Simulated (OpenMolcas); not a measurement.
# Potential curves of Sn₂: spin-free states

Computed with OpenMolcas 26.06: state-averaged CASSCF(8,8) over Sn 5s 5p, Sn 5s 5p, XMS-CASPT2 (IPEA 0.25, imaginary shift 0.2 hartree), scalar X2C, ANO-RCC-VDZP, then RASSI spin–orbit state interaction with atomic mean-field integrals. C2 symmetry about the axis (a holds Σ, Δ, Γ; b holds Π, Φ, H; Σ⁺ and Σ⁻ are not told apart); roots by multiplicity and irrep: 3a 5, 3b 8, 1a 5, 1b 4, 5b 2.

XMS-CASPT2 energies in eV from the lowest point. Curves are followed by energy order within each symmetry, so they are adiabatic and may change character at avoided crossings and where g and u states cross; Σ⁺ and Σ⁻ are counted together.

```
R (Å)  (1)3Σ  (1)1Δ  (1)1Σ  (1)5Π  (3)1Σ  (1)3Δ  (2)3Σ  (3)3Σ
2.386  0.846  1.471  0.796  2.137  3.557  3.430  2.695  4.064
2.524  0.334  0.814  0.577  1.428  2.551  2.703  2.137  2.943
2.649  0.080  0.511  0.512  1.068  1.960  2.135  1.875  2.375
2.774  0.000  0.394  0.496  0.887  1.585  1.760  1.686  2.070
2.913  0.051  0.402  0.536  0.821  1.348  1.517  1.519  1.946
3.051  0.194  0.501  0.634  0.847  1.393  1.405  1.426  1.921
3.246  0.477  0.721  0.832  0.967  1.606  1.385  1.410  1.938
3.495  0.884  1.045  1.121  1.177  1.799  1.489  1.508  1.977
3.884  1.451  1.485  1.515  1.501  1.947  1.730  1.734  2.022
5.271  2.017  2.053  1.997  2.033  2.075  2.091  2.084  2.109
```

Left out for impure symmetry, kinks or missing points, though low: (1)3Π, (1)1Π, (2)1Σ, (2)3Π, (3)3Π, (2)1Π, (1)3Φ, (4)3Π. g and u states are not told apart. Only roots inside an energy window near the equilibrium distance were included, so the list of states is not complete; labels number the states computed. Each spin and symmetry block has orbitals of its own, averaged over its own roots, so gaps between blocks are less sure than gaps within one and near the minimum can be off by tenths of an eV, in bad cases by more. No Rydberg orbitals are active, so Rydberg states, and σ→σ* states whose orbital the CASSCF left unused, can be missing between those listed. CASPT2 splits the two components of degenerate states numerically, here by up to 75 cm⁻¹. At stretched bonds a block can hold a wrong CASSCF solution and miss its lowest state; points past a visible jump are left out. No roots were computed in block 5a (none fell in the window or the block failed), so states of that kind are missing and can lie low or lowest. Points that failed a check (symmetry, reference weights, a jump) are left out.
